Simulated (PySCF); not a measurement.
## Bond curve of HoH

Set-up: Ho x2c-SVPall, H x2c-SVPall; spin-free X2C with a Gaussian nucleus (PySCF 2.14). Energies in eV from Ho (4f11 6s2) + H in their ground configurations at the same level. All curves are PBE0. state 1: quintet, about 10.9 electrons in the 4f shell (Mulliken), real f orbitals that mix terms; state 2: Ms = 1 determinant of mixed spin, about 11.0 electrons in the 4f shell (Mulliken), real f orbitals that mix terms, a second solution, started from another occupation; state 3: quintet, about 10.2 electrons in the 4f shell (Mulliken), real f orbitals that mix terms, a second solution, started from another occupation.

```json
{"R (Å)": "1.766", "state 1": "-1.315", "state 2": "-1.181", "state 3": "-1.089"}
{"R (Å)": "1.849", "state 1": "-1.481", "state 2": "-1.373", "state 3": "-1.184"}
{"R (Å)": "1.931", "state 1": "-1.577", "state 2": "-1.491", "state 3": "-1.211"}
{"R (Å)": "1.992", "state 1": "-1.613", "state 2": "-1.539", "state 3": "-1.197"}
{"R (Å)": "2.054", "state 1": "-1.624", "state 2": "-1.560", "state 3": "-1.158"}
{"R (Å)": "2.116", "state 1": "-1.614", "state 2": "-1.557", "state 3": "-1.100"}
{"R (Å)": "2.198", "state 1": "-1.575", "state 2": "-1.525", "state 3": "-1.001"}
{"R (Å)": "2.300", "state 1": "-1.495", "state 2": "-1.451", "state 3": "-0.850"}
{"R (Å)": "2.424", "state 1": "-1.365", "state 2": "-1.326", "state 3": "-0.648"}
{"R (Å)": "2.588", "state 1": "-1.159", "state 2": "-1.128", "state 3": "-0.362"}
```

Task: Put a parabola through the three lowest points of the state 1 curve and estimate Re, k and ωe (reduced mass 1.002 u; 1 eV/Å² = 0.16022 mdyn/Å; ωe = 1302.8·√(k/μ) cm⁻¹).

Result: Through R = 1.992, 2.054, 2.116 Å the second-order coefficient is 2.73 eV/Å², so Re ≈ 2.055 Å, k ≈ 0.875 mdyn/Å and ωe ≈ 1218 cm⁻¹. A polynomial fit of higher order to the unrounded PBE0 energies gives Re = 2.053 Å, k = 0.862 mdyn/Å, ωe = 1209 cm⁻¹; anharmonicity and rounding make the difference.

The higher-order fit for each curve: state 1: Re = 2.053 Å, ωe = 1209 cm⁻¹, De = 1.62 eV; state 2: Re = 2.077 Å, ωe = 1234 cm⁻¹, minimum 1.56 eV below the ground-state fragments; state 3: Re = 1.929 Å, ωe = 1455 cm⁻¹, minimum 1.21 eV below the ground-state fragments.

Spin–orbit coupling is left out, which matters for elements this heavy, above all for dissociation energies. The state is the lowest single determinant that the PBE0 search found; with open d or f shells the true ground state can be another one.
